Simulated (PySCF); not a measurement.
Hf(OH)4 cation (H₄HfO₄), SMILES [Hf]([OH])([OH])([OH])[OH] (connectivity only; charge and spin as stated), charge +1, multiplicity 2.

Geometry: PBE-D3(BJ)/def2-SVP. The multiplicity is an assumed one; no other spin state was optimised. The isomer is the one that the SMILES or the coordinates give; other isomers of the formula were not compared. The def2 effective core potentials stand for the cores of Hf; spin–orbit coupling is left out. The values are those of a single conformer.

Method: CAM-B3LYP/def2-TZVP in PySCF.

```json
{
 "total_energy": "-351.20387 hartree",
 "point_group": "D2d",
 "α spin, highest occupied and lowest empty level": "-16.33 and -4.02 eV",
 "β spin, highest occupied and lowest empty level": "-15.03 and -11.69 eV",
 "dipole_moment_about_the_centre_of_nuclear_charge": "0.00 D",
 "mean_static_polarisability": "436.5 bohr³ (64.69 Å³)",
 "polarisability_principal_values": "91.4, 609.1, 609.1 bohr³",
 "⟨S²⟩": "0.771 (pure state 0.75)"
}
```
